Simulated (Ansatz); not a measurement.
CH₆FInSi, SMILES `FC[SiH2][InH2]`, relaxed with RKS PBE0-D4/def2-TZVP in Ansatz 0.2.0 from a GFN2-xTB geometry. The force threshold is 0.005 eV/Å; the program also tests the step.

Charge 0, multiplicity 1. In: def2 effective core potential.

Start:

```xyz
10

F     0.746    0.738    1.235
C    -0.065    1.390    0.280
Si   -0.612    0.055   -1.023
In    0.492   -1.839    0.368
H     0.548    2.195   -0.124
H    -0.892    1.820    0.845
H    -2.073    0.223   -1.157
H    -0.023    0.499   -2.304
H    -0.233   -2.609    1.769
H     2.112   -2.472    0.110
```

| step | energy (eV) | largest force (eV/Å) | largest move (Å) |
| --- | --- | --- | --- |
| 1 | -16896.8910 | 0.856 | 0.000 |
| 2 | -16896.9774 | 0.209 | 0.195 |
| 3 | -16896.9827 | 0.135 | 0.040 |
| 4 | -16896.9837 | 0.032 | 0.021 |
| 5 | -16896.9842 | 0.027 | 0.023 |
| 6 | -16896.9842 | 0.023 | 0.012 |
| 7 | -16896.9844 | 0.004 | 0.015 |
| 8 | -16896.9845 | 0.021 | 0.027 |
| 9 | -16896.9846 | 0.030 | 0.023 |
| 10 | -16896.9846 | 0.039 | 0.024 |
| 11 | -16896.9846 | 0.046 | 0.017 |
| 12 | -16896.9847 | 0.030 | 0.009 |
| 13 | -16896.9847 | 0.013 | 0.004 |
| 14 | -16896.9847 | 0.006 | 0.006 |
| 15 | -16896.9847 | 0.007 | 0.011 |
| 16 | -16896.9847 | 0.008 | 0.008 |
| 17 | -16896.9847 | 0.008 | 0.008 |
| 18 | -16896.9847 | 0.005 | 0.004 |
| 19 (rejected) | -16896.9847 | 0.003 | 0.004 |
| 20 | -16896.9847 | 0.003 | 0.002 |

End:

```xyz
10

F     0.704    0.752    1.319
C    -0.027    1.410    0.294
Si   -0.597    0.068   -0.951
In    0.502   -1.847    0.372
H     0.646    2.151   -0.141
H    -0.853    1.929    0.785
H    -2.083    0.089   -1.052
H    -0.057    0.388   -2.302
H    -0.379   -2.656    1.617
H     2.143   -2.285    0.060
```

Run time 64 s (4 threads of an Arm Neoverse V2 on a shared host); peak host memory 0.49 GiB.
